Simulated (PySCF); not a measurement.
Al(H)2(OH)(OH2), H₅AlO₂, singlet (CAM-B3LYP/def2-SVP optimised geometry):

```
8

Al    -1.177    -0.912     0.000
H     -1.897    -1.334    -1.348
H     -1.885    -1.104     1.411
O      0.580    -0.912     0.000
H      1.177    -1.531    -0.423
O     -0.884     1.061     0.000
H      0.091     0.896     0.000
H     -1.111     1.531     0.815
```

Level of theory: CAM-B3LYP/def2-TZVP (PySCF).

Question: What are the frontier orbital energies and the dipole moment?

Answer: HOMO-2 -10.58 eV, HOMO-1 -10.29 eV, HOMO -8.90 eV, LUMO 0.79 eV, LUMO+1 1.35 eV; dipole moment 2.69 D.

On the same geometry PBE/def2-TZVP (PySCF) gives HOMO-2 -7.37 eV, HOMO-1 -7.24 eV, HOMO -6.12 eV, LUMO -0.87 eV, LUMO+1 -0.27 eV; dipole moment 2.70 D.

Meta-Löwdin charges at CAM-B3LYP/def2-TZVP: Al1 0.69, H2 -0.19, H3 -0.20, O4 -0.83, H5 0.34, O6 -0.58, H7 0.39, H8 0.37.
